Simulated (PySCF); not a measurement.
## Assignment exercise: C9H8O

Structure with atom numbers: `[O:1]=[C:2]1[CH2:3][CH2:4][c:5]2[cH:6][cH:7][cH:8][cH:9][c:10]21`. Hydrogens are named by the atom that carries them.

Theory: structure optimised with PBE0-D3(BJ)/def2-SVP, KT3/pcSseg-1 with gauge-including orbitals, in PySCF 2.14 (no solvent model, no relativistic terms, fast rotation and ring inversion assumed for equivalent nuclei, one computed conformer).

Chemical shifts δ = σref − σ; TMS for ¹³C (182.31 ppm), ¹H (31.32 ppm), all at this level.

Question: Assign these signals to the numbered atoms. ¹³C{¹H} NMR (computed): δ 190.2, 146.9, 128.9, 127.0, 120.9, 120.8, 117.9, 35.7, 28.5.

Answer: 
190.2 → C2, ketone carbonyl carbon: the double bond to the heteroatom, with no lone-pair donor beside it, deshields it most
146.9 → C5, substituted aromatic carbon
128.9 → C10, substituted aromatic carbon
127.0 → C7, aromatic CH: the aromatic region
120.9 → C8, aromatic CH
120.8 → C6, aromatic CH
117.9 → C9, aromatic CH
35.7 → C3, sp3 CH2 α to a carbonyl: α to the electron-withdrawing carbonyl group
28.5 → C4, sp3 CH2 on an aromatic ring: saturated and bonded to C and H only

C10 and C7; C8 and C6 lie closer than the usual error of such a calculation, so a measured spectrum could show them in the other order.

Question: Assign these signals to the numbered atoms. ¹H NMR (600 MHz, computed): δ 7.70 (d, 1H), 7.31 (m, 1H), 7.24 (m, 1H), 7.19 (m, 1H), 2.95 (m, 2H), 2.40 (m, 2H).

Answer: 
7.70 → H(C9), hydrogen on an aromatic CH: ring current plus the deshielding of an ortho carbonyl group
7.31 → H(C7), hydrogen on an aromatic CH
7.24 → H(C6), hydrogen on an aromatic CH
7.19 → H(C8), hydrogen on an aromatic CH
2.95 → H(C4), hydrogen on an sp3 CH2 on an aromatic ring: benzylic-type position, deshielded by the ring
2.40 → H(C3), hydrogen on an sp3 CH2 α to a carbonyl: α to C=O

H(C7) and H(C6); H(C6) and H(C8) lie closer than the usual error of such a calculation, so a measured spectrum could show them in the other order.

Shifts are as computed, not scaled to solution data. Of 1211 compounds with measured shifts, 218 miss one by over three times the rms of a fit or turn the order of signals round; such compounds aren't used in these exercises. Multiplicities follow the n + 1 count of equivalent neighbours, as no J values were calculated; m marks all less simple cases, F and P coupling included.
